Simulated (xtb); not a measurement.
C$_{2}$H$_{5}$N, charge +1, doublet, from a rough starting geometry (a state made from the parent by changing its charge; the spin is typed, not shown lowest); xtb with GFN2-xTB.

Input for xtb:
```
$ xtb mol.xyz --gfn 2 --chrg 1 --uhf 1 --opt vtight --json

# file mol.xyz
8

C      1.03723602    -0.12773484     0.06093278
N     -0.10137985     0.67037567     0.30596358
C     -1.24668312     0.34677585    -0.07430242
H      1.74087128     0.42129214    -0.54646532
H      1.52360999    -0.27683078     1.02960766
H      0.76368161    -1.08325223    -0.40593907
H     -1.47454147    -0.66273593    -0.50409938
H     -2.12403979     0.92934784     0.11550110
```

Task: Predict the main parts of the log of this xtb run.

Result: 
```
   ID    Z sym.   atoms
    1    6 C      1, 3
    2    7 N      2
    3    1 H      4-8

           -------------------------------------------------
          |                Calculation Setup                |
           -------------------------------------------------

           -------------------------------------------------
          |                 G F N 2 - x T B                 |
           -------------------------------------------------

          ...................................................
          :                      SETUP                      :
          :.................................................:
          :  # basis functions                  17          :
          :  # atomic orbitals                  17          :
          :  # shells                           11          :
          :  # electrons                        17          :
          :  max. iterations                   250          :
          :  Hamiltonian                  GFN2-xTB          :
          :  restarted?                      false          :
          :  GBSA solvation                  false          :
          :  PC potential                    false          :
          :  electronic temp.          300.0000000     K    :
          :  accuracy                    1.0000000          :
          :  -> integral cutoff          0.2500000E+02      :
          :  -> integral neglect         0.1000000E-07      :
          :  -> SCF convergence          0.1000000E-05 Eh   :
          :  -> wf. convergence          0.1000000E-03 e    :
          :  Broyden damping             0.4000000          :
          :  net charge                          1          :
          :  unpaired electrons                  1          :
          ...................................................

 iter      E             dE          RMSdq      gap      omega  full diag
   1     -9.2371365 -0.923714E+01  0.513E+00    3.67       0.0  T
   2     -9.2893572 -0.522207E-01  0.397E+00    4.29       1.0  T
   3     -9.3352873 -0.459301E-01  0.185E+00    3.74       1.0  T
   4     -9.3323330  0.295430E-02  0.120E+00    4.01       1.0  T
   5     -9.3393186 -0.698556E-02  0.141E-01    3.83       1.0  T
   6     -9.3393214 -0.285237E-05  0.813E-02    3.84       1.0  T
   7     -9.3393401 -0.186083E-04  0.217E-02    3.83       1.6  T
   8     -9.3393413 -0.122819E-05  0.414E-03    3.83       8.5  T
   9     -9.3393413 -0.986744E-08  0.628E-04    3.83      56.3  T
  10     -9.3393413 -0.331543E-09  0.261E-04    3.83     135.3  T

   *** convergence criteria satisfied after 10 iterations ***

         :::::::::::::::::::::::::::::::::::::::::::::::::::::
         ::                     SUMMARY                     ::
         :::::::::::::::::::::::::::::::::::::::::::::::::::::
         :: total energy              -9.191914850719 Eh    ::
         :: gradient norm              0.086587221655 Eh/a0 ::
         :: HOMO-LUMO gap              3.832709821988 eV    ::
         ::.................................................::
         :: SCC energy                -9.339341083672 Eh    ::
         :: -> isotropic ES            0.114519640666 Eh    ::
         :: -> anisotropic ES         -0.016727051724 Eh    ::
         :: -> anisotropic XC          0.013138540499 Eh    ::
         :: -> dispersion             -0.001893239031 Eh    ::
         :: repulsion energy           0.147426232953 Eh    ::
         :: add. restraining           0.000000000000 Eh    ::
         :: total charge               1.000000000000 e     ::
         :::::::::::::::::::::::::::::::::::::::::::::::::::::

      -----------------------------------------------------------
     |                   =====================                   |
     |                        A N C O P T                        |
     |                   =====================                   |
     |               Approximate Normal Coordinate               |
     |                Rational Function Optimizer                |
      -----------------------------------------------------------
      -----------------------------------------------------------
     |                   =====================                   |
     |                        A N C O P T                        |
     |                   =====================                   |
     |               Approximate Normal Coordinate               |
     |                Rational Function Optimizer                |
      -----------------------------------------------------------

          ...................................................
          :                      SETUP                      :
          :.................................................:
          :   optimization level         verytight          :
          :   max. optcycles                   200          :
          :   ANC micro-cycles                  20          :
          :   degrees of freedom                18          :
          :.................................................:
          :   RF solver                   davidson          :
          :   write xtbopt.log                true          :
          :   linear?                        false          :
          :   energy convergence         0.1000000E-06 Eh   :
          :   grad. convergence          0.2000000E-03 Eh/α :
          :   maxmium RF displ.          1.0000000          :
          :   Hlow (freq-cutoff)         0.1000000E-01      :
          :   Hmax (freq-cutoff)         5.0000000          :
          :   S6 in model hess.         20.0000000          :
          ...................................................

generating ANC from exact Hessian ...
Using Lindh-Hessian (1995)
 Shifting diagonal of input Hessian by    1.6901812733934457E-003
 Lowest  eigenvalues of input Hessian
    0.000000    0.000000    0.000000    0.000000    0.000000    0.000000
    0.010000    0.022074    0.032698    0.071771    0.086611    0.110392
[...]
 * total energy  :    -9.1919149 Eh     change       -0.3381135E-09 Eh
 * total energy  :    -9.2034604 Eh     change       -0.1154559E-01 Eh
 * total energy  :    -9.2092659 Eh     change       -0.5805467E-02 Eh
 * total energy  :    -9.2117906 Eh     change       -0.2524677E-02 Eh
 * total energy  :    -9.2125651 Eh     change       -0.7745226E-03 Eh
 * total energy  :    -9.2130850 Eh     change       -0.5198592E-03 Eh
 * total energy  :    -9.2132103 Eh     change       -0.1253083E-03 Eh
 * total energy  :    -9.2132279 Eh     change       -0.1763442E-04 Eh
 * total energy  :    -9.2132295 Eh     change       -0.1590986E-05 Eh
 * total energy  :    -9.2132305 Eh     change       -0.1018619E-05 Eh
 * total energy  :    -9.2132305 Eh     change       -0.2365065E-07 Eh
   *** GEOMETRY OPTIMIZATION CONVERGED AFTER 11 ITERATIONS ***
[...]
          :  -> integral neglect         0.1000000E-07      :
          :  -> SCF convergence          0.1000000E-05 Eh   :
          :  -> wf. convergence          0.1000000E-03 e    :
          :  Broyden damping             0.4000000          :
          :  net charge                          1          :
          :  unpaired electrons                  1          :
          ...................................................

 iter      E             dE          RMSdq      gap      omega  full diag
   1     -9.3764597 -0.937646E+01  0.143E-05    3.08       0.0  T
   2     -9.3764597 -0.174083E-12  0.887E-06    3.08    3987.5  T
   3     -9.3764597  0.124345E-13  0.596E-06    3.08    5927.3  T

   *** convergence criteria satisfied after 3 iterations ***

         :::::::::::::::::::::::::::::::::::::::::::::::::::::
         ::                     SUMMARY                     ::
         :::::::::::::::::::::::::::::::::::::::::::::::::::::
         :: total energy              -9.213230541820 Eh    ::
         :: gradient norm              0.000112771122 Eh/a0 ::
         :: HOMO-LUMO gap              3.084818413052 eV    ::
         ::.................................................::
         :: SCC energy                -9.376459353946 Eh    ::
         :: -> isotropic ES            0.110680204137 Eh    ::
         :: -> anisotropic ES         -0.019136278880 Eh    ::
         :: -> anisotropic XC          0.015282063080 Eh    ::
         :: -> dispersion             -0.001857414016 Eh    ::
         :: repulsion energy           0.163228812126 Eh    ::
         :: add. restraining           0.000000000000 Eh    ::
         :: total charge               1.000000000000 e     ::
         :::::::::::::::::::::::::::::::::::::::::::::::::::::

           -------------------------------------------------
          |                Property Printout                |
           -------------------------------------------------

    * Orbital Energies and Occupations

         #    Occupation            Energy/Eh            Energy/eV
      -------------------------------------------------------------
         1        2.0000           -0.9162730             -24.9331
         2        2.0000           -0.8800345             -23.9470
         3        2.0000           -0.8011577             -21.8006
         4        2.0000           -0.7862209             -21.3942
         5        2.0000           -0.7789297             -21.1958
         6        2.0000           -0.7593538             -20.6631
         7        2.0000           -0.7131206             -19.4050
         8        2.0000           -0.6841968             -18.6179
         9        1.0000           -0.6065927             -16.5062 (HOMO)
        10                         -0.4932277             -13.4214 (LUMO)
        11                         -0.1661318              -4.5207
        12                         -0.0662767              -1.8035
        13                         -0.0521900              -1.4202
        14                         -0.0296917              -0.8080
        15                         -0.0010829              -0.0295
        16                          0.0601112               1.6357
        17                          0.5552899              15.1102
      -------------------------------------------------------------
                  HL-Gap            0.1133650 Eh            3.0848 eV
             Fermi-level           -0.5976525 Eh          -16.2630 eV

     #   Z          covCN         q      C6AA      α(0)
     1   6 C        3.682    -0.080    22.242     6.754
     2   7 N        1.820     0.105    20.065     6.637
     3   6 C        2.761     0.019    27.555     8.596
     4   1 H        0.924     0.178     1.217     1.725
     5   1 H        0.924     0.178     1.220     1.727
     6   1 H        0.922     0.191     1.148     1.676
     7   1 H        0.923     0.203     1.082     1.627
     8   1 H        0.924     0.206     1.069     1.617

 Mol. C6AA /au·bohr⁶  :        390.872077
 Mol. C8AA /au·bohr⁸  :       8671.063316
 Mol. α(0) /au        :         30.358868

Wiberg/Mayer (AO) data.
largest (>0.10) Wiberg bond orders for each atom

 ---------------------------------------------------------------------------
     #   Z sym  total        # sym  WBO       # sym  WBO       # sym  WBO
 ---------------------------------------------------------------------------
     1   6 C    3.936 --     2 N    1.208     5 H    0.894     4 H    0.893
                             6 H    0.833
     2   7 N    3.465 --     3 C    2.061     1 C    1.208
     3   6 C    3.931 --     2 N    2.061     8 H    0.859     7 H    0.831
     4   1 H    0.968 --     1 C    0.893
     5   1 H    0.968 --     1 C    0.894
     6   1 H    0.951 --     1 C    0.833
     7   1 H    0.945 --     3 C    0.831
     8   1 H    0.952 --     3 C    0.859
 ---------------------------------------------------------------------------

Topologies differ in total number of bonds
Writing topology from bond orders to xtbtopo.mol

molecular dipole:
                 x           y           z       tot (Debye)
 q only:       -0.240       0.019      -0.056
   full:       -0.344      -0.042      -0.098       0.916
molecular quadrupole (traceless):
                xx          xy          yy          xz          yz          zz
 q only:        7.950      -2.089      -3.200       0.859       0.568      -4.750
  q+dip:        8.321      -1.991      -2.948       1.077       1.090      -5.373
   full:        7.716      -1.985      -3.010       0.878       0.673      -4.707

optimized geometry written to: xtbopt.xyz

           -------------------------------------------------
          | TOTAL ENERGY               -9.213230541820 Eh   |
          | GRADIENT NORM               0.000112771122 Eh/α |
          | HOMO-LUMO GAP               3.084818413052 eV   |
           -------------------------------------------------

normal termination of xtb
```
